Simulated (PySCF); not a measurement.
This PySCF input asks for the NMR shieldings of `CCP([SiH2]C)C(F)(F)F`, C4H10F3PSi; the geometry comes from GFN2-xTB.

```python
import basis_set_exchange as bse
import numpy as np
from pyscf import gto, dft
from pyscf.prop import nmr

atoms = """
C     2.896399   -0.194145   -0.655953
C     1.679541    0.502196   -0.052884
P     0.078983   -0.076542   -0.806802
Si   -1.371299    1.130956    0.449276
C    -3.114602    0.653489   -0.119152
C    -0.089740   -1.658443    0.186345
F     0.753025   -2.613428   -0.235024
F     0.138192   -1.526206    1.509479
F    -1.328362   -2.167082    0.073224
H     3.809379    0.225268   -0.237639
H     2.915540   -0.059961   -1.735596
H     2.880877   -1.261114   -0.445581
H     1.726441    1.575375   -0.259721
H     1.651826    0.365724    1.031712
H    -1.178083    0.921832    1.889710
H    -1.037890    2.522412    0.117112
H    -3.336723   -0.385728    0.108625
H    -3.862314    1.270590    0.368552
H    -3.220997    0.784058   -1.193146
"""
names = dict.fromkeys(["C", "P", "Si", "F", "H"], "pcSseg-1")
basis = {el: gto.basis.parse(bse.get_basis(n, elements=[el], fmt="nwchem")) for el, n in names.items()}
mol = gto.M(atom=atoms, basis=basis, charge=0, verbose=0)
mf = dft.RKS(mol, xc="PBE0")
mf.grids.level = 2
mf.grids.alignment = dft.numint.BLKSIZE   # the property module wants whole blocks of grid points
mf.conv_tol = 1e-9
mf.kernel()

calc = nmr.RKS(mf)   # GIAO
C = mf.mo_coeff
Co = C[:, mf.mo_occ > 0]
resp = mf.gen_response(singlet=True, hermi=2)
def vind(x):   # induced exchange potential for any number of trial vectors
    d = np.einsum("pi,xij,qj->xpq", C, 2 * x.reshape(-1, C.shape[1], Co.shape[1]), Co, optimize=True)
    return np.einsum("xpq,pi,qj->xij", resp(d - d.transpose(0, 2, 1)), C, Co, optimize=True).ravel()
mo1, _ = nmr.rhf.solve_mo1(calc, with_cphf=vind)
sigma = calc.kernel(mo1)
for i, s in enumerate(sigma):   # ppm
    print("%2d %-2s %9.2f" % (i, mol.atom_pure_symbol(i), np.trace(s) / 3))
```

Question: What are the results?

Answer: 
```
 0 C     170.92
 1 C     168.29
 2 P     397.82
 3 Si    390.51
 4 C     193.61
 5 C      42.45
 6 F     229.19
 7 F     239.74
 8 F     235.22
 9 H      30.21
10 H      30.47
11 H      30.18
12 H      30.30
13 H      29.34
14 H      27.08
15 H      27.55
16 H      31.02
17 H      31.34
18 H      31.28
```

These numbers come from an equivalent density-fitted implementation of the same equations, which agrees with the script to about 0.01 ppm for H and up to a few tenths of a ppm for heavy atoms, so last digits may differ.

Size and cost of the density-fitted run: 217 basis functions, 32 s wall time on 1 thread of an Arm Neoverse V2, shared host; peak memory 1.1 GiB.
